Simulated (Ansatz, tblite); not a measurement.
Cost and result up the ladder for B₄⁺ (the lowest doublet isomer of a short search) (4 atoms). The state is a doublet with charge 1. Geometry: B3LYP-D4/def2-TZVP.

Cartesian coordinates in Å:
```
B -0.6613 0.8002 0.3381
B 0.6614 -0.8001 -0.3380
B -0.2626 -0.5889 0.8803
B 0.2625 0.5889 -0.8803
```

Ansatz on 4 threads of Arm Neoverse V1 on a shared host; xTB runs through tblite on one thread. Times are rough, summed over both states, and most runs start from the orbitals of an earlier one. PBE-QIDH/def2-TZVP serves as the yardstick here, not as an exact answer. Differences are given only for rows in sets of like size (and for xTB, whose basis is part of the method), since another set adds its own error. The other state is a quartet at its own geometry.

The xTB rows come from tblite. LC-ωPBE has ω = 0.4 bohr⁻¹. Correlated methods freeze 4 core orbitals. The structure comes from a short search, and lower isomers may exist.

Run but left out: MP2/def2-TZVP, MP2/def2-TZVPP (quartet: ⟨S²⟩ 3.93, where a pure state has 3.75).

Correlated methods converge slowly with the basis.

xTB has no spin-polarisation term.

```csv
level,functions,wall time,quartet − doublet (eV),difference from PBE-QIDH/def2-TZVP (eV),remarks
GFN1-xTB,16,0.003 s,1.99,0.30,–
GFN2-xTB,16,0.003 s,3.06,1.38,–
HF/STO-3G,20,0.25 s,0.91,–,spin-contaminated (⟨S²⟩ 3.92) (quartet)
RPA@PBE/def2-TZVP,124,2.6 s,1.33,-0.35,–
PBE-D4/def2-TZVP,124,2.8 s,1.50,-0.18,–
PBE-QIDH/def2-TZVP,124,3 s,1.68,0.00,–
B2PLYP/def2-TZVP,124,3 s,1.73,0.05,–
PBE0-D4/def2-TZVP (with forces),124,3.8 s,1.49,-0.19,–
LC-ωPBE/def2-TZVP,124,4.6 s,1.69,0.01,–
CAM-B3LYP-D4/def2-TZVP,124,4.6 s,1.76,0.08,–
r2SCAN-D4/def2-TZVP,124,5.6 s,1.26,-0.42,–
r2SCANh-D4/def2-TZVP,124,5.9 s,1.28,-0.40,–
CCSD(T)/def2-TZVPP,124,7.3 s,1.59,-0.09,spin-contaminated (⟨S²⟩ 3.93) (quartet)
```
